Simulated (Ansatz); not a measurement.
`N#[C][Ga]([Cl])[Cl]` + H₂S → `[SH][Ga]([Cl])[Cl]` + `C#N` at 600 K and 1 bar (ligand exchange at a Ga–C bond).

Calculated with Ansatz (gas phase, PBE0-D4/def2-TZVP geometries, no zero-point term in ΔE). CBS: MP2 limit from def2 TZ/QZ plus the TZ coupled-cluster correction, frozen cores. This one scheme is used for every species. For Ga outer-core shells are correlated without core-valence functions, which leaves a few kJ/mol of doubt a bond. Scalar relativity is left out up to krypton. Each species was taken in one conformer, which may not be the lowest.

```json
{"species": "`N#[C][Ga]([Cl])[Cl]`", "CCSD(T)/CBS energy (Eh)": "-2936.34762", "H − E (kJ/mol)": "75.9", "S (J/(mol·K))": "416.3"}
{"species": "H₂S", "CCSD(T)/CBS energy (Eh)": "-398.97279", "H − E (kJ/mol)": "60.8", "S (J/(mol·K))": "230.9"}
{"species": "`[SH][Ga]([Cl])[Cl]`", "CCSD(T)/CBS energy (Eh)": "-3242.02309", "H − E (kJ/mol)": "78.9", "S (J/(mol·K))": "413.9"}
{"species": "`C#N`", "CCSD(T)/CBS energy (Eh)": "-93.32098", "H − E (kJ/mol)": "64.3", "S (J/(mol·K))": "228.4"}
```

H − E and S are ideal-gas, rigid-rotor, harmonic terms from PBE0-D4/def2-TZVP, for one conformer and one mirror image of each species. 1 Eh = 2625.50 kJ/mol, R = 8.31446 J/(mol·K).

Question: By hand: ΔE, ΔH, ΔS and ΔG.

Answer: ΔE = (-3242.02309) + (-93.32098) − (-2936.34762) − (-398.97279) = -0.02366 Eh = -62.1 kJ/mol. Δ(H − E) = 78.9 + 64.3 − 75.9 − 60.8 = 6.5, so ΔH = -55.6 kJ/mol. ΔS = 413.9 + 228.4 − 416.3 − 230.9 = -4.9 J/(mol·K). ΔG = -55.6 − 600 × (-4.9)/1000 = -52.7 kJ/mol.

Question: By hand: the equilibrium constant, and the temperature at which ΔG would vanish if ΔH and ΔS stayed fixed.

Answer: log₁₀ K = −ΔG/(RT ln 10) = 4.6. ΔG = 0 at ΔH/ΔS = 11347 K, far beyond where these terms or the molecules hold.

The number of gas molecules stays the same, so ΔS is small and ΔH decides. A doubt of 5 kJ/mol in ΔE shifts log₁₀ K by 0.4 here. Other conformers and mirror images would add mixing entropy, several J/(mol·K) or more a flexible species. These are equilibria of isolated gas molecules and say nothing of rates. Largest T1 diagnostic: 0.014 (customary marks: 0.02 for closed shells, 0.045 for open ones).
